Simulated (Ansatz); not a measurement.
Cost and result up the ladder for B10P10 (20 atoms). Charge 0, multiplicity 1. Geometry: PBE-D4/def2-SVP.

```xyz
20

B     0.109   -2.480    0.773
B    -0.881   -1.340   -0.565
B    -2.334   -0.661    0.369
B    -0.693   -0.023   -1.689
B     1.849   -0.578    0.996
B     0.346    0.226    1.702
B     1.552    1.032    0.548
B     0.287    1.898   -1.345
B    -2.063    0.783   -0.475
B     0.106    1.832    1.384
P     0.207   -2.908   -1.013
P     2.027   -2.393    0.529
P    -0.964   -1.178    1.620
P     0.727    0.673   -2.737
P    -2.832   -1.878   -0.991
P    -2.576    0.091   -2.253
P     2.170    1.617   -1.216
P     2.221    0.381    2.623
P     1.804    2.536    1.841
P    -1.061    2.369   -0.101
```

Ansatz on 2 threads of AMD EPYC 7R13 on a shared host and a share (18 GiB) of an NVIDIA H100 80GB HBM3. Times are rough, and most runs start from the orbitals of an earlier one. r2SCAN0-D4/def2-TZVP serves as the yardstick here, not as an exact answer. Differences are given only for rows in sets of like size (and for xTB, whose basis is part of the method), since another set adds its own error. Binding counts from free atoms at the same level (B doublet, P quartet; other spins of the atoms weren't run), without zero-point energy or a counterpoise term.

LC-ωPBE has ω = 0.4 bohr⁻¹. B3LYP takes the VWN-RPA correlation. Correlated methods freeze 60 core orbitals. The rows differ in basis, and correlated rows in double-zeta sets carry the largest basis error. Single mean-field runs in def2-TZVP are fitted with def2-universal-jkfit.

Correlated methods converge slowly with the basis, most of all in double-zeta sets.

```json
{"level": "HF/STO-3G", "functions": "140", "wall time": "1.4 s", "binding energy per atom (eV)": "3.59", "difference from r2SCAN0-D4/def2-TZVP (eV)": "–", "remarks": "–"}
{"level": "PBE-D4/def2-SVP", "functions": "320", "wall time": "2.3 s", "binding energy per atom (eV)": "4.58", "difference from r2SCAN0-D4/def2-TZVP (eV)": "–", "remarks": "–"}
{"level": "PBE0-D4/def2-SVP", "functions": "320", "wall time": "2.5 s", "binding energy per atom (eV)": "4.41", "difference from r2SCAN0-D4/def2-TZVP (eV)": "–", "remarks": "–"}
{"level": "PBE-D4/def2-TZVP", "functions": "680", "wall time": "3.2 s", "binding energy per atom (eV)": "4.54", "difference from r2SCAN0-D4/def2-TZVP (eV)": "0.36", "remarks": "–"}
{"level": "B3LYP-D4/def2-TZVP", "functions": "680", "wall time": "3.2 s", "binding energy per atom (eV)": "4.16", "difference from r2SCAN0-D4/def2-TZVP (eV)": "-0.02", "remarks": "–"}
{"level": "PBE0-D4/def2-TZVP", "functions": "680", "wall time": "3.8 s", "binding energy per atom (eV)": "4.38", "difference from r2SCAN0-D4/def2-TZVP (eV)": "0.19", "remarks": "–"}
{"level": "LC-ωPBE/def2-TZVP", "functions": "680", "wall time": "3.9 s", "binding energy per atom (eV)": "4.11", "difference from r2SCAN0-D4/def2-TZVP (eV)": "-0.07", "remarks": "–"}
{"level": "RPA@PBE/def2-SVP", "functions": "320", "wall time": "4 s", "binding energy per atom (eV)": "3.65", "difference from r2SCAN0-D4/def2-TZVP (eV)": "–", "remarks": "–"}
{"level": "r2SCAN0-D4/def2-TZVP (with forces)", "functions": "680", "wall time": "6 s", "binding energy per atom (eV)": "4.18", "difference from r2SCAN0-D4/def2-TZVP (eV)": "0.00", "remarks": "–"}
{"level": "r2SCAN-D4/def2-TZVP (with forces)", "functions": "680", "wall time": "6 s", "binding energy per atom (eV)": "4.31", "difference from r2SCAN0-D4/def2-TZVP (eV)": "0.13", "remarks": "–"}
{"level": "CCSD(T)/def2-SVP", "functions": "320", "wall time": "19 s", "binding energy per atom (eV)": "3.75", "difference from r2SCAN0-D4/def2-TZVP (eV)": "–", "remarks": "large T1 (0.028)"}
```
